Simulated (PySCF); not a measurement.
Computed IR spectrum (relative IR intensity) of a molecule C₄H₈OS. Geometry: B3LYP-D3(BJ)/def2-SVP. Other conformers were not sampled. Calculation: B3LYP-D3(BJ)/def2-SVP (PySCF). Frequencies are harmonic and unscaled.

Lines under 2 % of the strongest are left out, and lines within 2 cm⁻¹ are merged.

ν (cm⁻¹): 189 (vw), 235 (w), 497 (w), 578 (vw), 674 (vw), 887 (vw), 932 (w), 988 (w), 1077 (w), 1242 (m), 1261 (w), 1368 (m), 1394 (vw), 1432 (w), 1452 (w), 1466 (w), 1471 (vw), 1830 (vs), 2661 (vw), 3030 (w), 3113 (w), 3122 (vw), 3132 (w), 3165 (vw) (against the strongest line: vs over 80 %, s over 45 %, m over 15 %, w over 4 %, vw less)

Q: Which structure fits?
(A) CC(=O)[C@H](C)S
(B) C=COCSC
(C) CC[C@H]1OCS1
(D) C[C@H]1O[C@H](C)S1

A: A, CC(=O)[C@H](C)S
